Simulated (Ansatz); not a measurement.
PBE exchange is replaced step by step with exact exchange (0 % is PBE, 25 % PBE0; no dispersion term), basis def2-TZVP, Ansatz. System: SeF₄. The state is a singlet with charge 0. Geometry: r2SCAN-D4/def2-SVP.

Geometry of the singlet:

```xyz
5

Se    0.1803   -0.0539   -0.4739
F    -0.7212   -1.6002   -0.4622
F     0.9644    1.5275   -0.1769
F     0.8539   -0.5544    1.0323
F    -1.2774    0.6811    0.0807
```

```tsv
exact exchange (%)	HOMO (eV)	LUMO (eV)	gap (eV)
0	-8.73	-3.81	4.92
5	-9.06	-3.66	5.41
10	-9.39	-3.50	5.90
15	-9.72	-3.33	6.39
25	-10.38	-3.00	7.38
50	-12.01	-2.12	9.89
```

(1) Fit a straight line to the column «gap (eV)» against the share of exact exchange and predict its value at 35 %.

Answers

(1) With x = exact exchange (%) and y = gap (eV): mean x = 17.5, mean y = 6.648; Σ(x − x̄)(y − ȳ) = 162.8, Σ(x − x̄)² = 1638; slope b = 0.09939, intercept a = ȳ − b·x̄ = 4.909. The residuals of the fitted rows reach 0.01. At x = 35 the line gives 4.909 + (0.09939 × 35) = 8.39; the run gave 8.37, 0.02 less than the line.
